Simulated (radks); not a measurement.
Values are calculated unless marked as measured or tabulated.
Task: Nd2+, configuration [Kr] 4d10 4f6 5p6 (not the ground configuration). Code: a radial shooting solver on a logarithmic mesh with Libxc functionals. Model: scalar-relativistic Kohn-Sham, PBEsol, spin-polarised, spherical densities, point nucleus; open shells are filled with parallel spins first (spin-orbit coupling, left out, can overturn this in heavy ions). Some entries of the table are withheld. Estimate them.

orbital,occ.,eigenvalue (eV),<1/r> (bohr^-1)
1s down,1,-43395.20,66.03
1s up,1,-43395.19,66.03
2s up,1,-7026.391,15.26
2s down,1,-7026.378,15.26
2p up,3,-6283.030,14.38
2p down,3,-6283.024,14.38
3s up,1,-1529.752,5.559
3s down,1,-1528.349,5.563
3p up,3,-1295.328,5.254
3p down,3,-1293.932,5.258
3d up,5,-969.9607,4.987
3d down,5,-968.8797,4.991
4s up,1,-311.8338,2.319
4s down,1,-308.0183,2.321
4p up,3,-235.3650,2.133
4p down,3,-231.4967,2.135
4d up,5,-126.7958,1.856
4d down,5,-122.8413,1.858
5s up,0,-54.2921,0.8937
5s down,0,-51.2659,0.8782
5p up,3,-35.9641,0.7578
5p down,3,-33.5236,0.7389
5d up,0,-14.4091,0.5022
4f up,6,-13.5838,(1)
5d down,0,-13.0811,0.4783
4f down,0,-10.1414,(2)

Result: 
(1) 4f up <1/r> (bohr^-1): 1.186
(2) 4f down <1/r> (bohr^-1): 1.120
